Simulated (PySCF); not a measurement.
PySCF input file for Ge(H)(F)2(Et) (C2H6F2Ge), SMILES [F][GeH]([CH2]C)[F], ωB97X-D3(BJ)/def2-SVP. 

```python
import numpy as np
from pyscf import gto, scf, dft
import os
os.environ['JAX_PLATFORMS'] = 'cpu'
from ase import Atoms, units
from ase.calculators.calculator import Calculator, all_changes
from sella import Sella

mol = gto.M(
    atom='''
    Ge    0.44886441    0.14508581   -0.32731460
    F     1.51894927   -1.09226065    0.28989852
    F     0.42641674    1.24620953    1.02745743
    C    -1.37269732   -0.65642926   -0.54197037
    C    -2.36010121   -0.12743960    0.48984154
    H     1.31842573    0.86397371   -1.33090410
    H    -1.72919715   -0.46332519   -1.55298602
    H    -1.24277853   -1.73394493   -0.43071986
    H    -2.52018871    0.94119935    0.36212000
    H    -3.31592184   -0.63740958    0.38509193
    H    -1.98550356   -0.29556610    1.49803494
    ''',
    basis='def2-SVP',
    charge=0,
    spin=0,
    max_memory=1600,
    verbose=3,
)
mf = dft.RKS(mol, xc='wb97x-d3bj').density_fit(auxbasis='def2-universal-jkfit')
mf.grids.level = 3
mf.conv_tol = 1e-9
mf.max_cycle = 100
mf.kernel()
grad = mf.nuc_grad_method()
grad.grid_response = mol.nao <= 150
scan = grad.as_scanner()
scan.verbose = scan.base.verbose = 0
class SCF(Calculator):
    implemented_properties = ['energy', 'forces']
    def calculate(self, atoms=None, properties=None, system_changes=all_changes):
        super().calculate(atoms, properties, system_changes)
        e, g = scan(mol.set_geom_(self.atoms.positions, unit='Angstrom', inplace=False))
        assert scan.converged
        self.results = {'energy': float(e) * units.Hartree, 'forces': -np.asarray(g) * units.Hartree / units.Bohr}
atoms = Atoms(mol.elements, mol.atom_coords(unit='Angstrom'), calculator=SCF())
conv = Sella(atoms, order=0, internal=True, allow_fragments=True).run(fmax=0.002, steps=150)
mol_eq = mol.set_geom_(atoms.positions, unit='Angstrom', inplace=False)
print(mol_eq.tostring(format='xyz'))
mf.reset(mol_eq)
mf.verbose = 3
mf.kernel()
```

It prints:

```
converged SCF energy = -2356.12839416571
     Step          Energy         fmax         cmax       rtrust          rho
Sella   0   -64113.519257       1.2332       0.0000       0.1000       1.0000
Sella   1   -64113.609961       1.2332       0.0000       0.1000       1.3838
Sella   2   -64113.641220       0.5480       0.0000       0.1000       1.0810
Sella   3   -64113.647363       0.2773       0.0000       0.1000       1.7193
Sella   4   -64113.655023       0.1820       0.0000       0.1000       1.0463
Sella   5   -64113.659623       0.0400       0.0000       0.1000       1.0837
Sella   6   -64113.663919       0.1101       0.0000       0.1000       1.0875
Sella   7   -64113.668534       0.1218       0.0000       0.1000       1.0512
Sella   8   -64113.672443       0.0297       0.0000       0.1000       1.1240
Sella   9   -64113.676495       0.0394       0.0000       0.1150       0.9721
Sella  10   -64113.679656       0.0385       0.0000       0.1322       0.9736
Sella  11   -64113.681175       0.0316       0.0000       0.1322       0.7946
Sella  12   -64113.681350       0.0334       0.0000       0.1322       1.3982
Sella  13   -64113.681500       0.0158       0.0000       0.1322       1.1020
Sella  14   -64113.681521       0.0147       0.0000       0.1322       1.2375
Sella  15   -64113.681530       0.0101       0.0000       0.1322       1.1742
Sella  16   -64113.681532       0.0034       0.0000       0.1322       1.2560
11
XYZ from PySCF
Ge          0.42395822        0.14455943       -0.30692988
F           1.04519063       -0.73438499        1.05833209
F           0.32268971        1.78495396        0.25986733
C          -1.36840852       -0.47703566       -0.64670835
C          -2.24575652       -0.33059675        0.60175388
H           1.49114337        0.10393869       -1.40069828
H          -1.77185119        0.10040681       -1.49513340
H          -1.30543848       -1.52745459       -0.97640340
H          -2.30178508        0.72159425        0.92069812
H          -3.27053533       -0.68551511        0.41212321
H          -1.83293897       -0.91037295        1.44164810
converged SCF energy = -2356.13435765798
```

The calculation finished and met its thresholds.
